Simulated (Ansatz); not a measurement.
Cost and result for the atomization energy of AlBH$_{3}$IN$_{2}$O (9 atoms, 9 bonds).

```xyz
9

O     1.183   -0.256    1.728
B     0.445   -0.095    0.589
N    -0.980    0.179    0.443
Al   -0.664    0.150   -1.304
I    -1.907    0.424   -3.392
N     0.986   -0.175   -0.756
H     0.663   -0.171    2.528
H    -1.666    0.298    1.161
H     1.940   -0.353   -0.998
```

Total charge 0; spin multiplicity 1. Correlated methods include outer-core shells of I, which these sets cover unevenly. I: def2 effective core potential. All single points use the PBE0-D4/def2-TZVP geometry. It is one conformer, not always the lowest. Program: Ansatz. All runs use 4 threads of a server CPU on a shared host. Times are those of one run each, without the atoms' runs, and a repeat can differ threefold. Electronic energies, without spin–orbit coupling; frozen cores. CCSD(T)/CBS adds CCSD(T) − MP2 in def2-TZVPP to the MP2 limit, and its time is that of the two runs behind it. T1 = 0.011. With those shells the extrapolation isn't a true limit. B3LYP takes the VWN-RPA correlation (the form of Gaussian; ORCA's B3LYP/G).

CCSD(T)/CBS is a level of theory with its own doubt, some kJ/mol a heavy atom from the limit and from the frozen cores, so smaller differences don't rank the functionals.

```
                            level  functions  wall time
               BLYP-D4/def2-TZVPP        258      3.6 s
              BHLYP-D4/def2-TZVPP        258      5.5 s
          CAM-B3LYP-D4/def2-TZVPP        258      6.5 s
            r2SCANh-D4/def2-TZVPP        258      7.5 s
B3LYP-D4/def2-TZVPP (with forces)        258      9.5 s
                B2PLYP/def2-TZVPP        258      9.5 s
              PBE-QIDH/def2-TZVPP        258      9.5 s
                B97M-V/def2-TZVPP        258       10 s
                 CCSD(T)/def2-SVP        115       13 s
 ωB97M-V/def2-TZVPP (with forces)        258       16 s
                   MP2/def2-QZVPP        470       29 s
               CCSD(T)/def2-TZVPP        258    4.3 min
                CCSD(T)/CBS(def2)          –    4.8 min
```

(1) What atomization energy does each give, and how far from CCSD(T)/CBS? (An estimate is asked.)

Answers

(1) Ansatz gave: 
```json
{"level": "BLYP-D4/def2-TZVPP", "atomization (kcal/mol)": "851.8", "difference from CCSD(T)/CBS": "-0.5", "per bond": "-0.1"}
{"level": "BHLYP-D4/def2-TZVPP", "atomization (kcal/mol)": "817.9", "difference from CCSD(T)/CBS": "-34.4", "per bond": "-3.8"}
{"level": "CAM-B3LYP-D4/def2-TZVPP", "atomization (kcal/mol)": "854.8", "difference from CCSD(T)/CBS": "2.5", "per bond": "0.3"}
{"level": "r2SCANh-D4/def2-TZVPP", "atomization (kcal/mol)": "846.6", "difference from CCSD(T)/CBS": "-5.7", "per bond": "-0.6"}
{"level": "B3LYP-D4/def2-TZVPP (with forces)", "atomization (kcal/mol)": "848.8", "difference from CCSD(T)/CBS": "-3.5", "per bond": "-0.4"}
{"level": "B2PLYP/def2-TZVPP", "atomization (kcal/mol)": "842.2", "difference from CCSD(T)/CBS": "-10.1", "per bond": "-1.1"}
{"level": "PBE-QIDH/def2-TZVPP", "atomization (kcal/mol)": "846.3", "difference from CCSD(T)/CBS": "-6.0", "per bond": "-0.7"}
{"level": "B97M-V/def2-TZVPP", "atomization (kcal/mol)": "851.9", "difference from CCSD(T)/CBS": "-0.4", "per bond": "0.0"}
{"level": "CCSD(T)/def2-SVP", "atomization (kcal/mol)": "788.2", "difference from CCSD(T)/CBS": "-64.1", "per bond": "-7.1"}
{"level": "ωB97M-V/def2-TZVPP (with forces)", "atomization (kcal/mol)": "854.7", "difference from CCSD(T)/CBS": "2.4", "per bond": "0.3"}
{"level": "MP2/def2-QZVPP", "atomization (kcal/mol)": "872.5", "difference from CCSD(T)/CBS": "20.2", "per bond": "2.2"}
{"level": "CCSD(T)/def2-TZVPP", "atomization (kcal/mol)": "821.4", "difference from CCSD(T)/CBS": "-30.9", "per bond": "-3.4"}
{"level": "CCSD(T)/CBS(def2)", "atomization (kcal/mol)": "852.3", "difference from CCSD(T)/CBS": "0.0", "per bond": "0.0"}
```

From r2SCAN to r2SCAN0 (25 % exact exchange), in def2-TZVPP and without D4, the atomization energy moves by −19.5 kcal/mol: exact exchange takes away binding that semilocal exchange gives to molecules. At CCSD(T), def2-SVP lies −64.2 kcal/mol from the extrapolated value and def2-TZVPP −31.0 kcal/mol: correlation converges slowly with the basis, and small sets miss more of it in the bonded molecule than in its fragments. The D4 term adds +9.0 kcal/mol with B3LYP and +4.8 kcal/mol with PBE0; it sums over pairs of atoms, weighted by their polarisabilities, and B3LYP, whose exchange is more repulsive, gets the larger term.

Spin–orbit coupling would lower the free I atoms strongly, and the atomization energy with them, by more than many differences here.
